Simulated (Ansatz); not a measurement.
AlBF₂H₂O, SMILES `O[B](F)[AlH][F]`. Total charge 0; spin multiplicity 1.

```xyz
7

O     1.774   -0.423   -0.235
B     0.767    0.458   -0.417
F     1.096    1.580   -1.052
Al   -1.237    0.078    0.270
F    -1.338   -1.397    1.026
H     1.505   -1.222    0.226
H    -2.568    0.925    0.182
```

**Question.** What are the harmonic wavenumbers in cm⁻¹ at PBE0-D4/def2-TZVP (Ansatz, finite differences of forces, unscaled)? (An estimate is asked.)

**Answer.** Computed: 63, 78, 259, 344, 361, 526, 577, 621, 648, 816, 987, 1254, 1388, 1952, 3890.

**Question.** Is this a minimum?

**Answer.** Yes, all 15 modes are real.

**Question.** Give the ideal-gas thermochemistry at 298.15 K and 1 bar (rigid rotor, harmonic oscillator; point group Cs, symmetry number 1).

**Answer.** Zero-point energy 82.3 kJ/mol; H(298) − E = 101.6 kJ/mol; entropy 338.6 J/(mol·K), of which translation 165.5, rotation 112.5, vibration 60.6; G(298) − E = 0.7 kJ/mol. Modes under 100 cm⁻¹ are hindered rotations or soft bends, so the harmonic entropy is rough.

**Question.** Rotational constants (cm⁻¹)?

**Answer.** 0.2464, 0.07229, 0.05589.
